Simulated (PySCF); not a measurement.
AlCl2(OMe), CH3AlCl2O.
Bonds: Al1–Cl2, Al1–Cl3, Al1–O4, O4–C5. Hydrogens: H6, H7, H8 on C5.

Method: PySCF 2.14.0, PBE0-D3(BJ)/def2-SVP geometry optimisation, gas phase; density fitting, grid level 1; the optimiser is geomeTRIC in internal coordinates, started from a GFN2-xTB structure with every atom displaced at random (about 0.03 Å).

Step 0: E = -34752.6275 eV
```
atom  x, y, z in Å  |  force x, y, z in eV/Å
Al1     0.7616    1.2173    0.7003   -2.474   3.072   0.587
Cl2     2.6622    1.1678    1.1170    3.299   0.083   0.857
Cl3    -0.4803    2.9337    1.0429    0.632  -0.511   0.001
O4      0.0668   -0.0011   -0.0125   -2.932  -4.431  -2.435
C5     -0.6247   -1.1495   -0.6332    2.441   2.080   1.290
H6     -1.4005   -0.8002   -1.3128   -0.197   0.090  -0.215
H7     -1.0381   -1.7671    0.1669   -0.192  -0.176   0.062
H8      0.1913   -1.6864   -1.1523   -0.577  -0.207  -0.146
```

Step 1: E = -34753.1339 eV
```
atom  x, y, z in Å  |  force x, y, z in eV/Å
Al1     0.7359    1.2234    0.6716   -1.062   0.781   0.014
Cl2     2.6954    1.3035    1.1978    1.069  -0.069   0.271
Cl3    -0.3966    2.9553    1.0853    0.153  -0.305  -0.105
O4      0.0334   -0.0616   -0.0532   -0.370  -0.926  -0.457
C5     -0.6080   -1.1646   -0.6382    0.548   1.024   0.618
H6     -1.3965   -0.7971   -1.3075   -0.150  -0.199  -0.142
H7     -1.0474   -1.7802    0.1584   -0.152  -0.180  -0.069
H8      0.1220   -1.7644   -1.1980   -0.036  -0.126  -0.131
```

Step 2: E = -34753.1944 eV
```
atom  x, y, z in Å  |  force x, y, z in eV/Å
Al1     0.7303    1.2510    0.6711   -0.329   0.012  -0.072
Cl2     2.7328    1.2685    1.2023    0.202  -0.020   0.061
Cl3    -0.4241    2.9429    1.0700    0.060   0.008  -0.014
O4      0.0256   -0.0542   -0.0514    0.144   0.126   0.114
C5     -0.5971   -1.1387   -0.6216   -0.038  -0.041  -0.034
H6     -1.4014   -0.8195   -1.3057   -0.037  -0.014  -0.020
H7     -1.0464   -1.7878    0.1489   -0.027  -0.019   0.011
H8      0.1185   -1.7479   -1.1972    0.024  -0.053  -0.046
```

Question: Estimate the geometry and energy of step 3. (The exact step hangs on the optimiser's Hessian estimate; all steps are aligned on step 2, rigid shifts and turns removed.)

Answer: E = -34753.1969 eV, largest force 0.148 eV/Å
```
atom  x, y, z in Å  |  force x, y, z in eV/Å
Al1     0.7220    1.2559    0.6749   -0.136  -0.025  -0.054
Cl2     2.7330    1.2689    1.2058    0.066  -0.023   0.029
Cl3    -0.4116    2.9589    1.0717    0.017   0.018  -0.013
O4      0.0222   -0.0521   -0.0480    0.046  -0.004   0.029
C5     -0.5963   -1.1409   -0.6227   -0.024  -0.042  -0.033
H6     -1.4069   -0.8298   -1.3054    0.012   0.025   0.016
H7     -1.0430   -1.7975    0.1447    0.011   0.024   0.010
H8      0.1188   -1.7490   -1.2047    0.008   0.028   0.016
```

The energy changes by -0.0025 eV. The first-order estimate −F·Δx gives -0.0047 eV and the mean of the old and new forces, exact on a quadratic surface, -0.0027 eV. The step makes an angle of 71° with the force vector and moves no atom by more than 0.020 Å.

The cost below is that of the whole optimisation. Time: 52 s wall; peak memory 0.38 GiB. Hardware: one thread, Intel Xeon at 2.70 GHz (x86_64), shared host with 64 logical CPUs at a one-minute load of 61.
